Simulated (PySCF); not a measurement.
Isomers of C5H10NPSi, mass 143.032 u with the commonest isotopes. Method: wB97X-D/def2-SVPD in PySCF (dipole) on a GFN2-xTB geometry, gas phase. One conformer each, none proved a minimum here; rigid rotors.

Problem. Order these by dipole moment, largest first.
A. `[N:1]#[C:2][CH2:3][C@@H:4]1[CH2:5][C@H:6]1[SiH2:7][PH2:8]` with C2–C3–C4–C5 34°, C5–C6–Si7–P8 -166°, C6–Si7–P8–H 169° and 76°
B. `[CH2:1]=[C:2]([C:3]#[N:4])[CH2:5][Si@@H:6]([CH3:7])[PH2:8]` with C1–C2–C5–Si6 93°, C2–C5–Si6–C7 -171°, C5–Si6–P8–H 85° and 178°
C. `[CH3:1]/[N:2]=[CH:3]/[C:4]#[C:5][Si@@H:6]([CH3:7])[PH2:8]` with C5–Si6–P8–H 48° and -44°
D. `[N:1]#[C:2][CH2:3][C@@H:4]1[CH2:5][C@@H:6]1[SiH2:7][PH2:8]` with C2–C3–C4–C5 -90°, C5–C6–Si7–P8 -127°, C6–Si7–P8–H -69° and -162°

Solution. D (4.61 D), B (3.77 D), A (3.64 D), C (1.53 D).

Problem. Order these by rotational constant B, smallest first.
A. `[CH2:1]=[CH:2][C@@H:3]([C:4]#[N:5])[Si@@H:6]([CH3:7])[PH2:8]` with C1–C2–C3–C4 147°, C2–C3–Si6–C7 -62°, C3–Si6–P8–H 77° and 170°
B. `[CH3:1]/[N:2]=[CH:3]/[C:4]#[C:5][Si@@H:6]([CH3:7])[PH2:8]` with C5–Si6–P8–H 48° and -44°
C. `[CH2:1]=[CH:2][C@@H:3]([C:4]#[N:5])[Si@H:6]([CH3:7])[PH2:8]` with C1–C2–C3–C4 145°, C2–C3–Si6–C7 180°, C3–Si6–P8–H -176° and -83°
D. `[CH2:1]=[C:2]([C:3]#[N:4])[CH2:5][Si@@H:6]([CH3:7])[PH2:8]` with C1–C2–C5–Si6 93°, C2–C5–Si6–C7 -171°, C5–Si6–P8–H 85° and 178°
E. `[N:1]#[C:2][CH2:3][C@@H:4]1[CH2:5][C@@H:6]1[SiH2:7][PH2:8]` with C2–C3–C4–C5 -90°, C5–C6–Si7–P8 -127°, C6–Si7–P8–H -69° and -162°
F. `[N:1]#[C:2][CH2:3][C@@H:4]1[CH2:5][C@H:6]1[SiH2:7][PH2:8]` with C2–C3–C4–C5 34°, C5–C6–Si7–P8 -166°, C6–Si7–P8–H 169° and 76°

Solution. B (460.7 MHz), F (666.5 MHz), E (798.5 MHz), D (900.4 MHz), A (1047 MHz), C (1141 MHz).

Problem. Order these by rotational constant A, smallest first.
A. `[CH2:1]=[C:2]([C:3]#[N:4])[CH2:5][Si@@H:6]([CH3:7])[PH2:8]` with C1–C2–C5–Si6 93°, C2–C5–Si6–C7 -171°, C5–Si6–P8–H 85° and 178°
B. `[N:1]#[C:2][CH2:3][C@@H:4]1[CH2:5][C@@H:6]1[SiH2:7][PH2:8]` with C2–C3–C4–C5 -90°, C5–C6–Si7–P8 -127°, C6–Si7–P8–H -69° and -162°
C. `[N:1]#[C:2][CH2:3][C@@H:4]1[CH2:5][C@H:6]1[SiH2:7][PH2:8]` with C2–C3–C4–C5 34°, C5–C6–Si7–P8 -166°, C6–Si7–P8–H 169° and 76°
D. `[CH2:1]=[CH:2][C@@H:3]([C:4]#[N:5])[Si@H:6]([CH3:7])[PH2:8]` with C1–C2–C3–C4 145°, C2–C3–Si6–C7 180°, C3–Si6–P8–H -176° and -83°
E. `[CH3:1]/[N:2]=[CH:3]/[C:4]#[C:5][Si@@H:6]([CH3:7])[PH2:8]` with C5–Si6–P8–H 48° and -44°
F. `[CH2:1]=[CH:2][C@@H:3]([C:4]#[N:5])[Si@@H:6]([CH3:7])[PH2:8]` with C1–C2–C3–C4 147°, C2–C3–Si6–C7 -62°, C3–Si6–P8–H 77° and 170°

Solution. D (1670 MHz), F (1822 MHz), A (1946 MHz), B (2161 MHz), C (2478 MHz), E (2877 MHz).

| SMILES | point group | Ia (u·Å²) | Ib (u·Å²) | Ic (u·Å²) | κ | μa (D) | μb (D) | μc (D) |
| --- | --- | --- | --- | --- | --- | --- | --- | --- |
| N#CC[C@@H]1C[C@H]1[SiH2]P | C1 | 203.92 | 758.31 | 858.10 | -0.92 | 1.08 | 2.95 | 1.85 |
| C=C[C@@H](C#N)[Si@@H](C)P | C1 | 277.32 | 482.66 | 638.14 | -0.50 | 3.67 | 0.55 | 0.01 |
| N#CC[C@@H]1C[C@@H]1[SiH2]P | C1 | 233.82 | 632.88 | 802.23 | -0.78 | 4.16 | 1.86 | 0.74 |
| C=C(C#N)C[Si@@H](C)P | C1 | 259.71 | 561.25 | 674.92 | -0.75 | 3.06 | 0.37 | 2.16 |
| C=C[C@@H](C#N)[Si@H](C)P | C1 | 302.71 | 442.82 | 699.57 | -0.12 | 3.66 | 0.65 | 0.09 |
| C/N=C/C#C[Si@@H](C)P | C1 | 175.66 | 1096.90 | 1192.62 | -0.97 | 1.35 | 0.34 | 0.65 |
